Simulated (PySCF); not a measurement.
CH6SSi, SMILES C[SiH2]S. Coordinates come from a PBE0-D3(BJ)/def2-SVP optimisation. One conformer was computed; it need not be the lowest.

Give the equilibrium geometry at PBE0-D3(BJ)/def2-SVP (PySCF confirms it by a frequency run) as a Z-matrix. (The exact figures need the calculation; the answer reports its results.)

Several could match; the one computed here: 
```
Si
H 1 1.4922
H 1 1.4955 2 109.07
C 1 1.8737 2 111.21 3 121.42
H 4 1.1002 1 110.52 2 58.87
H 4 1.1010 5 108.22 1 -121.62
H 4 1.1018 5 108.63 6 -117.02
S 1 2.1544 2 103.74 3 -117.67
H 8 1.3516 1 94.85 2 176.27
```
Charge 0, spin multiplicity 1.
